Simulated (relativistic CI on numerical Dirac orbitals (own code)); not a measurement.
# V4+: calculation against measurement

Computed by Dirac-Coulomb-Breit CI, KLI orbitals optimised for each configuration, QED by a radiative potential, valence Slater integrals scaled by 0.85, P86 correlation energy added to each configuration (own radial code, finite nucleus).

CI space (outside the closed core [Ne]): 3s2.3p6.3d, 3s2.3p6.4s, 3s2.3p5.3d2, 3s2.3p6.4p, 3s2.3p6.4d, 3s2.3p6.5s, 3s2.3p6.4f, 3s2.3p6.5p, 3s.3p6.3d2, 3s2.3p6.5d, 3s2.3p6.6s, 3s2.3p6.5f, 3s2.3p6.6p, 3s2.3p6.5g, 3s2.3p6.6d, 3s2.3p6.7s, 3s2.3p6.7p, 3s2.3p5.3d.4s, 3s2.3p5.3d.4p, 3p6.3d3, 3p5.3d4. Double excitations out of closed p, d and f shells are left out; levels of such configurations are missing from the list, as are those of other unlisted configurations, and high levels can miss mixing partners. These lack a partner that the ground configuration has and come out too high: 3s2.3p5.3d.4s, 3s2.3p5.3d.4p.

```
Configuration  Term (tabulated)    J  Measured (cm⁻¹)  Computed  Error  Purity (%)
   3s2.3p6.3d                2D  3/2              0.0         0      0         100
   3s2.3p6.3d                2D  5/2            624.9       587    -38         100
   3s2.3p6.4s                2S  1/2         148143.4    151060   2917          99
   3s2.3p6.4p               2P°  1/2         206393.7    210898   4504         100
   3s2.3p6.4p               2P°  3/2         207660.0    212111   4451         100
   3s2.3p6.4d                2D  3/2         293902.9    297429   3526          99
   3s2.3p6.4d                2D  5/2         294047.2    297571   3523          99
   3s2.3p6.5s                2S  1/2         328217.3    330910   2693         100
   3s2.3p6.5p               2P°  1/2         351500.5    354368   2868         100
   3s2.3p6.5p               2P°  3/2         352018.3    354852   2834          99
   3s2.3p6.5d                2D  3/2         387977.1    391129   3152         100
   3s2.3p6.5d                2D  5/2         388043.7    391193   3149         100
   3s2.3p6.6s                2S  1/2         403855.1    405971   2116         100
   3s2.3p6.6p               2P°  1/2         415420.1    417681   2261         100
   3s2.3p6.6p               2P°  3/2         415675.7    417922   2246         100
   3s2.3p6.5g                2G  7/2         416360.3    420283   3922         100
   3s2.3p6.5g                2G  9/2         416361.8    420284   3922         100
   3s2.3p6.5f               2F°  5/2         417699.1    426821   9122          63
   3s2.3p6.5f               2F°  7/2         418187.5    427910   9722          57
   3s2.3p6.6d                2D  3/2         434303.8    436889   2586         100
   3s2.3p6.6d                2D  5/2         434340.9    436924   2583         100
   3s2.3p6.7s                2S  1/2         443074.7    445119   2044         100
   3s2.3p6.7p               2P°  1/2         449586.7    451836   2249          99
   3s2.3p6.7p               2P°  3/2         449772.8    452017   2245          98
3s2.3p5.3d.4s               2F°  7/2         475531.0    481926   6395          97
3s2.3p5.3d.4s               2F°  5/2         478566.0    484999   6433          95
3s2.3p5.3d.4s               2F°  5/2         496296.0    502163   5867          62
3s2.3p5.3d.4s               2F°  7/2         497556.0    503289   5733          87
```

Measured levels from Sugar and Corliss, J. Phys. Chem. Ref. Data 7, 1191 (1978); pairs were made by configuration, J and term (by order where the table uses no LS term), so strongly mixed levels may be paired wrongly.

Mean error by configuration (cm⁻¹): 3s2.3p6.3d -38; 3s2.3p6.4s 2917; 3s2.3p6.4p 4478; 3s2.3p6.4d 3525; 3s2.3p6.5s 2693; 3s2.3p6.5p 2851; 3s2.3p6.5d 3150; 3s2.3p6.6s 2116; 3s2.3p6.6p 2253; 3s2.3p6.5g 3922; 3s2.3p6.5f 9422; 3s2.3p6.6d 2585; 3s2.3p6.7s 2044; 3s2.3p6.7p 2247; 3s2.3p5.3d.4s 6107. Over the excited levels the mean absolute error is 3819 cm⁻¹ (27 of the 48 excited levels that our extract of the source holds in range could be paired, and the others can miss by more), and the median relative error of those above 1,000 cm⁻¹ is 0.88 %.
